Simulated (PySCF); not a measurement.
A series of related molecules.

All values: CAM-B3LYP/def2-SVPD (PySCF) at PBE0-D3(BJ)/def2-SVP geometries, gas phase, one conformer each. Core orbitals are frozen in the response; Δα² is half the sum of the squared differences of the principal polarisabilities.

Question: Rank by polarisability anisotropy Δα, lowest first.
A. `[Cl:1][CH2:2][SiH:3]1[O:4][CH2:5][CH2:6][O:7]1` with Cl1–C2–Si3–O4 -178°, C2–Si3–O4–C5 -107°, Si3–O4–C5–C6 -25°, O4–C5–C6–O7 34°, C5–C6–O7–Si3 -27°
B. `[F:1][CH2:2][SiH:3]1[O:4][CH2:5][CH2:6][O:7]1` with F1–C2–Si3–O4 170°, C2–Si3–O4–C5 109°, Si3–O4–C5–C6 25°, O4–C5–C6–O7 -34°, C5–C6–O7–Si3 27°
C. `[CH3:1][O:2][CH2:3][SiH:4]1[O:5][CH2:6][CH2:7][O:8]1` with C1–O2–C3–Si4 179°, O2–C3–Si4–O5 52°, C3–Si4–O5–C6 -99°, Si4–O5–C6–C7 -31°, O5–C6–C7–O8 34°, C6–C7–O8–Si4 -22°
D. `[CH3:1][C:2]([CH3:3])([CH3:4])[SiH:5]1[O:6][CH2:7][CH2:8][O:9]1` with C2–Si5–O6–C7 -131°, Si5–O6–C7–C8 27°, O6–C7–C8–O9 -34°, C7–C8–O9–Si5 25°
E. `[F:1][C:2]([F:3])=[C:4]([F:5])[SiH:6]1[O:7][CH2:8][CH2:9][O:10]1` with C2–C4–Si6–O7 -59°, C4–Si6–O7–C8 104°, Si6–O7–C8–C9 27°, O7–C8–C9–O10 -33°, C8–C9–O10–Si6 25°

Answer: B (2.26 Å³), C (2.67 Å³), D (2.94 Å³), E (3.44 Å³), A (3.71 Å³).

Question: Rank by HOMO energy, lowest first.
A. `CC(C)(C)[SiH]1OCCO1`
B. `FC[SiH]1OCCO1`
C. `COC[SiH]1OCCO1`
D. `ClC[SiH]1OCCO1`

Answer: B (-9.58 eV), D (-9.42 eV), C (-9.17 eV), A (-8.87 eV).

Question: Rank by vertical ionisation energy (ΔSCF), lowest first.
A. `COC[SiH]1OCCO1`
B. `ClC[SiH]1OCCO1`
C. `FC[SiH]1OCCO1`
D. `CC(C)(C)[SiH]1OCCO1`

Answer: D (9.49 eV), A (10.08 eV), B (10.24 eV), C (10.42 eV).

All values together:

```tsv
SMILES	formula	μ (D)	HOMO (eV)	LUMO (eV)	α (Å³)	Δα (Å³)	electrons	α per electron (Å³)	ΔSCF removal energy (eV)
COC[SiH]1OCCO1	C4H10O3Si	1.12	-9.17	1.25	12.13	2.67	72	0.168	10.08
ClC[SiH]1OCCO1	C3H7ClO2Si	2.46	-9.42	0.80	11.52	3.71	72	0.160	10.24
FC[SiH]1OCCO1	C3H7FO2Si	2.55	-9.58	1.05	9.61	2.26	64	0.150	10.42
CC(C)(C)[SiH]1OCCO1	C6H14O2Si	0.78	-8.87	1.22	14.85	2.94	80	0.186	9.49
FC(F)=C(F)[SiH]1OCCO1	C4H5F3O2Si	2.24	-9.11	0.19	11.31	3.44	86	0.131	10.00
```

Conformers: `[CH3:1][O:2][CH2:3][SiH:4]1[O:5][CH2:6][CH2:7][O:8]1` with C1–O2–C3–Si4 179°, O2–C3–Si4–O5 52°, C3–Si4–O5–C6 -99°, Si4–O5–C6–C7 -31°, O5–C6–C7–O8 34°, C6–C7–O8–Si4 -22°; `[Cl:1][CH2:2][SiH:3]1[O:4][CH2:5][CH2:6][O:7]1` with Cl1–C2–Si3–O4 -178°, C2–Si3–O4–C5 -107°, Si3–O4–C5–C6 -25°, O4–C5–C6–O7 34°, C5–C6–O7–Si3 -27°; `[F:1][CH2:2][SiH:3]1[O:4][CH2:5][CH2:6][O:7]1` with F1–C2–Si3–O4 170°, C2–Si3–O4–C5 109°, Si3–O4–C5–C6 25°, O4–C5–C6–O7 -34°, C5–C6–O7–Si3 27°; `[CH3:1][C:2]([CH3:3])([CH3:4])[SiH:5]1[O:6][CH2:7][CH2:8][O:9]1` with C2–Si5–O6–C7 -131°, Si5–O6–C7–C8 27°, O6–C7–C8–O9 -34°, C7–C8–O9–Si5 25°; `[F:1][C:2]([F:3])=[C:4]([F:5])[SiH:6]1[O:7][CH2:8][CH2:9][O:10]1` with C2–C4–Si6–O7 -59°, C4–Si6–O7–C8 104°, Si6–O7–C8–C9 27°, O7–C8–C9–O10 -33°, C8–C9–O10–Si6 25°.

Question: By how much does the ΔSCF value exceed −ε(HOMO) over the species that have both?

Answer: By 0.62 to 0.91 eV, 0.81 eV on average, over 5 species.
